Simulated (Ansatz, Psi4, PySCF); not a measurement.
HBr, charge -1, doublet, at the geometry of the source list (a state made from the parent by changing its charge; the spin is typed, not shown lowest) (in this run its highest filled SCF level lies above zero, so its values depend strongly on the basis, on diffuse functions most of all). Base run: WB97X-V/6-31G* run with PySCF.

The PySCF input:
```python
from pyscf import gto, scf, dft

mol = gto.M(
    atom='''
Br    0.70040000    0.00000000    0.00000000
H    -0.70040000    0.00000000    0.00000000
''',
    basis='6-31g*',
    charge=-1,
    spin=1,
    verbose=4,
)

mf = dft.UKS(mol)
mf.xc = 'wb97x_v'
mf.kernel()
```

The same geometry, method and basis name were run in Ansatz (a quantum-chemistry and plane-wave program) and Psi4 and PySCF, at each program's defaults and at the settings that a row names. The base is PySCF at its defaults. Differences at the defaults can come from grids, fitting, cores and function types together.

```tsv
code and settings	ΔE vs base (mEh)	basis functions	E (Eh)	SCF cycles
PySCF, defaults (exact integrals, its default grid, spherical functions)	0.000	34	-2574.09646	9
Psi4, defaults (density fitting with its default set, its default grid, Cartesian functions)	103.7	37	-2573.99280	9
Ansatz, defaults (factorised integrals, its default grid, Cartesian functions)	-8.619	37	-2574.10508	-
PySCF, density fitting with def2-universal-jkfit	-0.042	34	-2574.09650	9
PySCF, fine grid	0.000	34	-2574.09646	9
Psi4, exact integrals, spherical functions, fine grid	0.003	34	-2574.09646	12
Ansatz, high accuracy, Cartesian functions as the basis file defines them	-8.616	37	-2574.10508	-
```

Open shells are given as the SCF converged; they aren't shown to be the lowest states, and a large step between rows can be another state.
